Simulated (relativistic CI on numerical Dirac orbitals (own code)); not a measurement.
# Calculated levels, Lu⁴⁷⁺

These numbers are calculated, not measured: Dirac-Coulomb-Breit CI, orbitals from a KLI potential per configuration, a model potential for QED, unscaled Slater integrals (own radial code, finite nucleus).

Configuration list (outside the closed core [Ne]): 3s²3p⁶3d⁶, 3s²3p⁵3d⁷, 3s²3p⁴3d⁸, 3s3p⁶3d⁷, 3p⁶3d⁸, 3s3p⁵3d⁸, 3s²3p⁶3d⁵4s, 3s²3p⁶3d⁵4p, 3s²3p⁴3d⁷4s, 3s²3p⁶3d⁵4d, 3s²3p⁵3d⁶4s, 3s²3p⁶3d⁵4f, 3s²3p⁶3d⁴4s², 3s3p⁶3d⁶4s, 3p⁶3d⁷4s, 3p⁶3d⁷4p. Levels of other configurations are missing.

The lowest level is 3s²3p⁶3d⁶ ³F4, with 40 % of that term; Hund's rules for 3s²3p⁶3d⁶ give ⁵D with J = 4, of which the calculation keeps J, while another term leads.

| No. | Configuration | Term | J | E (Ry) | % | Lifetime (s) | jj configuration (%) |
| --- | --- | --- | --- | --- | --- | --- | --- |
| 1 | 3s²3p⁶3d⁶ | ³F | 4 | 0.0000 | 40 |  | 3d5/2^2 (97) |
| 2 | 3s²3p⁶3d⁶ | ³P | 2 | 0.5297 | 41 | 5.43e+01 | 3d5/2^2 (96) |
| 3 | 3s²3p⁶3d⁶ | ³P | 0 | 1.7161 | 51 | 2.81e-01 | 3d5/2^2 (90) |
| 4 | 3s²3p⁶3d⁶ | ⁵D | 3 | 3.7086 | 64 | 5.62e-07 | 3d3/2^3 3d5/2^3 (97) |
| 5 | 3s²3p⁶3d⁶ | ⁵D | 4 | 3.8485 | 44 | 6.11e-07 | 3d3/2^3 3d5/2^3 (96) |
| 6 | 3s²3p⁶3d⁶ | ⁵D | 1 | 4.0366 | 49 | 5.19e-07 | 3d3/2^3 3d5/2^3 (97) |
| 7 | 3s²3p⁶3d⁶ | ³G | 5 | 4.4226 | 61 | 2.78e-06 | 3d3/2^3 3d5/2^3 (100) |
| 8 | 3s²3p⁶3d⁶ | ³H | 6 | 4.4287 | 67 | 5.97e-02 | 3d3/2^3 3d5/2^3 (99) |
| 9 | 3s²3p⁶3d⁶ | ³F | 2 | 4.8714 | 48 | 8.90e-07 | 3d3/2^3 3d5/2^3 (96) |
| 10 | 3s²3p⁶3d⁶ | ³D | 3 | 4.9767 | 31 | 1.27e-06 | 3d3/2^3 3d5/2^3 (98) |
| 11 | 3s²3p⁶3d⁶ | ³P | 0 | 5.6693 | 70 | 1.59e-05 | 3d3/2^3 3d5/2^3 (87) |
| 12 | 3s²3p⁶3d⁶ | ¹G | 4 | 5.9267 | 42 | 2.03e-05 | 3d3/2^3 3d5/2^3 (95) |
| 13 | 3s²3p⁶3d⁶ | ³D | 2 | 5.9460 | 35 | 3.88e-06 | 3d3/2^3 3d5/2^3 (89) |
| 14 | 3s²3p⁶3d⁶ | ³P | 1 | 5.9786 | 62 | 1.17e-06 | 3d3/2^3 3d5/2^3 (96) |
| 15 | 3s²3p⁶3d⁶ | ³F | 3 | 6.1399 | 55 | 1.92e-06 | 3d3/2^3 3d5/2^3 (99) |
| 16 | 3s²3p⁶3d⁶ | ⁵D | 2 | 7.8288 | 62 | 2.52e-07 | 3d3/2^2 3d5/2^4 (96) |
| 17 | 3s²3p⁶3d⁶ | ⁵D | 0 | 8.0432 | 63 | 2.27e-07 | 3d3/2^2 3d5/2^4 (96) |
| 18 | 3s²3p⁶3d⁶ | ³H | 4 | 8.2879 | 42 | 3.06e-07 | 3d3/2^2 3d5/2^4 (98) |
| 19 | 3s²3p⁶3d⁶ | ⁵D | 3 | 8.5340 | 29 | 3.32e-07 | 3d3/2^2 3d5/2^4 (94) |
| 20 | 3s²3p⁶3d⁶ | ³H | 5 | 8.5942 | 61 | 5.50e-07 | 3d3/2^2 3d5/2^4 (100) |
| 21 | 3s²3p⁶3d⁶ | ¹I | 6 | 8.8483 | 67 | 9.05e-07 | 3d3/2^2 3d5/2^4 (99) |
| 22 | 3s²3p⁶3d⁶ | ³G | 3 | 9.0499 | 42 | 4.91e-07 | 3d3/2^2 3d5/2^4 (98) |
| 23 | 3s²3p⁶3d⁶ | ³D | 1 | 9.2582 | 48 | 4.01e-07 | 3d3/2^2 3d5/2^4 (95) |
| 24 | 3s²3p⁶3d⁶ | ¹G | 4 | 9.4019 | 52 | 6.27e-07 | 3d3/2^2 3d5/2^4 (96) |
| 25 | 3s²3p⁶3d⁶ | ³F | 2 | 9.4736 | 35 | 5.30e-07 | 3d3/2^2 3d5/2^4 (95) |
| 26 | 3s²3p⁶3d⁶ | ³F | 2 | 10.2624 | 69 | 3.50e-07 | 3d3/2^2 3d5/2^4 (97) |
| 27 | 3s²3p⁶3d⁶ | ³F | 4 | 10.5985 | 62 | 5.41e-07 | 3d3/2^2 3d5/2^4 (97) |
| 28 | 3s²3p⁶3d⁶ | ¹D | 2 | 11.8861 | 81 | 5.56e-07 | 3d3/2^2 3d5/2^4 (96) |
| 29 | 3s²3p⁶3d⁶ | ³P | 1 | 12.3859 | 62 | 1.46e-07 | 3d3/2 3d5/2^5 (99) |
| 30 | 3s²3p⁶3d⁶ | ¹S | 0 | 13.0682 | 79 | 3.87e-07 | 3d3/2^2 3d5/2^4 (92) |
| 31 | 3s²3p⁶3d⁶ | ¹G | 4 | 13.3102 | 39 | 2.14e-07 | 3d3/2 3d5/2^5 (96) |
| 32 | 3s²3p⁶3d⁶ | ³P | 2 | 13.7329 | 34 | 2.25e-07 | 3d3/2 3d5/2^5 (96) |
| 33 | 3s²3p⁶3d⁶ | ³F | 3 | 13.8887 | 38 | 2.40e-07 | 3d3/2 3d5/2^5 (97) |
| 34 | 3s²3p⁶3d⁶ | ³P | 0 | 17.4335 | 59 | 1.13e-07 | 3d5/2^6 (95) |
| 35 | 3p⁵3d⁷(4F) | ⁵G° | 6 | 26.1311 | 68 | 4.62e-11 | 3p3/2^3 3d5/2^3 (95) |
| 36 | 3p⁵3d⁷(2D) | ³P° | 0 | 26.9051 | 58 | 3.94e-11 | 3p3/2^3 3d5/2^3 (98) |
| 37 | 3p⁵3d⁷(2G) | ³G° | 5 | 26.9458 | 45 | 3.57e-12 | 3p3/2^3 3d5/2^3 (98) |
| 38 | 3p⁵3d⁷(2P) | ³D° | 3 | 26.9782 | 56 | 8.55e-12 | 3p3/2^3 3d5/2^3 (96) |
| 39 | 3p⁵3d⁷(2D) | ³F° | 4 | 27.8781 | 54 | 3.74e-11 | 3p3/2^3 3d5/2^3 (92) |
| 40 | 3p⁵3d⁷(2P) | ³P° | 2 | 27.8960 | 34 | 1.42e-11 | 3p3/2^3 3d5/2^3 (95) |
| 41 | 3p⁵3d⁷(2D) | ³P° | 2 | 28.8643 | 35 | 1.19e-12 | 3p3/2^3 3d5/2^3 (95) |
| 42 | 3p⁵3d⁷(2D) | ³D° | 3 | 29.2949 | 47 | 2.05e-12 | 3p3/2^3 3d5/2^3 (93) |
| 43 | 3p⁵3d⁷(4F) | ³F° | 4 | 29.3153 | 36 | 7.34e-13 | 3p3/2^3 3d5/2^3 (91) |
| 44 | 3p⁵3d⁷(4F) | ³D° | 3 | 30.1229 | 37 | 5.41e-13 | 3p3/2^3 3d5/2^3 (89) |
| 45 | 3p⁵3d⁷(2D) | ³D° | 1 | 30.1895 | 28 | 1.18e-12 | 3p3/2^3 3d5/2^3 (91) |

Energies count from the lowest computed level; ° marks odd parity; lifetimes are radiative, by E1, M1, E2, M2 decay to levels of this space only. Percentages are summed over parent terms; the parents shown are those of the largest component, closed shells are left out there. Filled j subshells are mostly left out of the jj labels.

The mean weight of the leading LS term, summed over parents, in these 45 levels is 51 %, and that of the leading jj configuration (from the same eigenvectors) 95 %, so jj coupling describes them better and the LS labels are nominal.

At this charge energies of transitions that change n are usually good to better than 1 %, and those within a shell (Δn = 0) to a few per cent.

LS names give the leading component of a level, which can be under half, so a name can repeat, a term be missing and a line seem to break the LS rules.
